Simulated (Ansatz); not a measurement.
Relaxation of CH₄Cl₂Ge (8 atoms, charge 0, multiplicity 1), to a largest force component of 0.02 eV/Å in at most 40 steps.

All numbers below come from RKS PBE/def2-SVP in Ansatz.

```xyz
8
Properties=species:S:1:pos:R:3
Ge 0.000 0.000 0.000
Cl 0.000 0.000 2.220
C 1.848 0.000 -0.653
H 2.196 -1.046 -0.781
H 1.897 0.528 -1.628
H 2.500 0.519 0.081
H -0.730 1.265 -0.516
Cl -1.046 -1.812 -0.739
```

Problem. Where does it end, and by what steps?

Solution. It converged. The force dipped under the threshold on the way, but the program's further checks kept it going. After 12 steps the energy has fallen by 0.072 eV; H5 moved furthest, 0.42 Å.

```json
{"step": "0", "energy less start (eV)": "0.0000", "largest force component (eV/Å)": "0.648", "accepted": "yes"}
{"step": "1", "energy less start (eV)": "-0.0499", "largest force component (eV/Å)": "0.214", "accepted": "yes"}
{"step": "2", "energy less start (eV)": "-0.0595", "largest force component (eV/Å)": "0.046", "accepted": "yes"}
{"step": "3", "energy less start (eV)": "-0.0658", "largest force component (eV/Å)": "0.058", "accepted": "yes"}
{"step": "4", "energy less start (eV)": "-0.0469", "largest force component (eV/Å)": "0.867", "accepted": "no"}
{"step": "5", "energy less start (eV)": "-0.0694", "largest force component (eV/Å)": "0.049", "accepted": "yes"}
{"step": "6", "energy less start (eV)": "-0.0695", "largest force component (eV/Å)": "0.245", "accepted": "yes"}
{"step": "7", "energy less start (eV)": "-0.0717", "largest force component (eV/Å)": "0.045", "accepted": "yes"}
{"step": "8", "energy less start (eV)": "-0.0722", "largest force component (eV/Å)": "0.003", "accepted": "yes"}
{"step": "9", "energy less start (eV)": "-0.0720", "largest force component (eV/Å)": "0.067", "accepted": "no"}
{"step": "10", "energy less start (eV)": "-0.0724", "largest force component (eV/Å)": "0.010", "accepted": "yes"}
{"step": "11", "energy less start (eV)": "-0.0723", "largest force component (eV/Å)": "0.027", "accepted": "no"}
{"step": "12", "energy less start (eV)": "-0.0725", "largest force component (eV/Å)": "0.006", "accepted": "yes"}
```

```xyz
8
Properties=species:S:1:pos:R:3
Ge 0.019 0.041 -0.010
Cl 0.017 -0.246 2.150
C 1.861 -0.007 -0.647
H 2.313 -0.982 -0.383
H 1.875 0.121 -1.747
H 2.439 0.808 -0.169
H -0.782 1.333 -0.302
Cl -1.076 -1.614 -0.908
```

Whether the end is a true minimum wasn't checked by a vibrational analysis.

Run time: 7.9 s on 2 threads of AMD EPYC 9R45 96-Core Processor (Zen 5), on a shared host, peak memory 0.16 GiB.
